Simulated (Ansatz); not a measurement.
A structure relaxed at PBE0-D4/def2-TZVP, charge 0, multiplicity 1:

```csv
atom,x (Å),y (Å),z (Å)
C1,-0.0105,1.7540,-1.2616
C2,-0.2806,0.6790,-0.5462
C3,-0.8143,-0.7072,-0.8083
Ge4,-0.2992,-0.3384,1.0563
N5,1.2930,-0.8816,1.7825
H6,-0.1944,1.7811,-2.3348
H7,0.4032,2.6498,-0.8106
H8,-0.1943,-1.3625,-1.4183
H9,-1.8730,-0.7859,-1.0518
H10,-1.3808,-0.1766,2.1192
H11,2.0672,-0.7821,1.1397
H12,1.2836,-1.8297,2.1341
```

Problem. Give its formula and SMILES.

Solution. C3H7GeN, `C=[C]1[CH2][GeH]1[NH2]`.

Problem. Summarise the bond lengths by kind.

Solution. 2 × C–C 1.319 to 1.508 Å; 4 × C–H 1.085 to 1.089 Å; 2 × C–Ge 1.898 to 1.969 Å; 1 × Ge–N 1.832 Å; 1 × Ge–H 1.525 Å; 2 × H–N 1.011 Å.

All numbers were calculated with Ansatz.
